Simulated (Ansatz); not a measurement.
`[CH3][Ge]([CH3])([OH])[F]` → `CF` + `[CH3][Ge][OH]` at 400 K and 1 bar (germylene formation by 1,1-elimination).

Program: Ansatz. Geometries: PBE0-D4/def2-TZVP. ΔE: electronic, gas phase. CBS: MP2 limit from def2 TZ/QZ plus the TZ coupled-cluster correction, frozen cores. This one scheme is used for every species. For Ge outer-core shells are correlated without core-valence functions, which leaves a few kJ/mol of doubt a bond. Scalar relativity is left out up to krypton. Each species was taken in one conformer, which may not be the lowest.

```
                    species  CCSD(T)/CBS energy (Eh)  H − E (kJ/mol)  S (J/(mol·K))
`[CH3][Ge]([CH3])([OH])[F]`              -2331.49638           273.5          416.4
                       `CF`               -139.63461           117.5          234.3
            `[CH3][Ge][OH]`              -2191.75471           152.0          326.6
```

H − E and S are ideal-gas, rigid-rotor, harmonic terms from PBE0-D4/def2-TZVP, for one conformer and one mirror image of each species. 1 Eh = 2625.50 kJ/mol, R = 8.31446 J/(mol·K).

**Question.** By hand: ΔE, ΔH, ΔS and ΔG.

**Answer.** ΔE = (-139.63461) + (-2191.75471) − (-2331.49638) = 0.10706 Eh = 281.1 kJ/mol. Δ(H − E) = 117.5 + 152.0 − 273.5 = -4.0, so ΔH = 277.1 kJ/mol. ΔS = 234.3 + 326.6 − 416.4 = 144.5 J/(mol·K). ΔG = 277.1 − 400 × (144.5)/1000 = 219.3 kJ/mol.

**Question.** By hand: the equilibrium constant, and the temperature at which ΔG would vanish if ΔH and ΔS stayed fixed.

**Answer.** log₁₀ K = −ΔG/(RT ln 10) = -28.6. ΔG = 0 at ΔH/ΔS = 1918 K.

The number of gas molecules changes by +1, which sets the sign of ΔS. A doubt of 5 kJ/mol in ΔE shifts log₁₀ K by 0.7 here. Other conformers and mirror images would add mixing entropy, several J/(mol·K) or more a flexible species. These are equilibria of isolated gas molecules and say nothing of rates. Largest T1 diagnostic: 0.014 (customary marks: 0.02 for closed shells, 0.045 for open ones).
